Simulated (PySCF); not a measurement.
**Exercise with solution: chemical shift, span and skew from a shielding tensor**

GeH₄Si, SMILES [GeH][SiH3] (connectivity only; charge and spin as stated), neutral, multiplicity 1. Atoms are numbered in the order given.

```xyz
6

Ge     0.0493    -0.8693     0.0000
H     -1.5441    -0.8217     0.0000
Si     0.0052     1.5903     0.0000
H     -0.7257     2.0753     1.2029
H     -0.7257     2.0753    -1.2029
H      1.3470     2.2264     0.0000
```
Charge 0, spin multiplicity 1.

Geometry: TPSSh-D3(BJ)/def2-TZVP.

GIAO shieldings from KT2/pcSseg-2 run with PySCF, non-relativistic, no solvent. The symmetric part of the tensor of Si3 has the principal values 377.7, 424.1, 474.4 ppm. The same nucleus in TMS has σ = 351.7 ppm at this level (PySCF, at its B3LYP-D3(BJ)/def2-TZVP geometry).

Q: Work out the isotropic shielding, the ²⁹Si shift against TMS, the span and the skew.

A: 
σ(iso) = (σ11 + σ22 + σ33)/3 = 425.4 ppm. δ = σ(ref) − σ(iso) = 351.7 − (425.4) = -73.7 ppm.
Span Ω = σ33 − σ11 = 96.7 ppm. Skew κ = 3(σ(iso) − σ22)/Ω = 0.04. Tumbling in solution averages the tensor to δ; in a static solid the shielding alone would spread this spin-1/2 line over Ω.
